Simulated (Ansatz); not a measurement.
Consider the redistribution: `F[CH]([SiH3])[AlH][SH]` + `N=C(O)[SiH2][SiH3]` → `N=[C](O)[AlH][SH]` + `FC([SiH3])[SiH2][SiH3]`.

Computed with Ansatz on PBE0-D4/def2-TZVP structures; ΔE is electronic, products minus reactants. CBS: MP2 limit from def2 TZ/QZ plus the TZ coupled-cluster correction, frozen cores. DFT in def2-TZVPP. B3LYP here is the variant with VWN-RPA as its local correlation; programs differ in this. One conformer a species, not always the lowest.

```json
{"level": "PBE-D4", "ΔE (kcal/mol)": "2.9", "difference from CCSD(T)/CBS": "0.4"}
{"level": "r2SCAN-D4", "ΔE (kcal/mol)": "3.4", "difference from CCSD(T)/CBS": "0.9"}
{"level": "PBE0-D4", "ΔE (kcal/mol)": "3.0", "difference from CCSD(T)/CBS": "0.5"}
{"level": "ωB97X-V", "ΔE (kcal/mol)": "2.6", "difference from CCSD(T)/CBS": "0.1"}
{"level": "B2PLYP", "ΔE (kcal/mol)": "2.7", "difference from CCSD(T)/CBS": "0.2"}
{"level": "PBE", "ΔE (kcal/mol)": "3.4", "difference from CCSD(T)/CBS": "0.9"}
{"level": "B3LYP", "ΔE (kcal/mol)": "3.1", "difference from CCSD(T)/CBS": "0.6"}
{"level": "SCS-MP2/def2-QZVPP", "ΔE (kcal/mol)": "2.4", "difference from CCSD(T)/CBS": "-0.1"}
{"level": "HF/CBS(def2)", "ΔE (kcal/mol)": "2.8", "difference from CCSD(T)/CBS": "0.3"}
{"level": "MP2/CBS(def2)", "ΔE (kcal/mol)": "2.7", "difference from CCSD(T)/CBS": "0.2"}
{"level": "CCSD(T)/CBS", "ΔE (kcal/mol)": "2.5", "difference from CCSD(T)/CBS": "0"}
```

Largest T1 diagnostic among the species: 0.015.
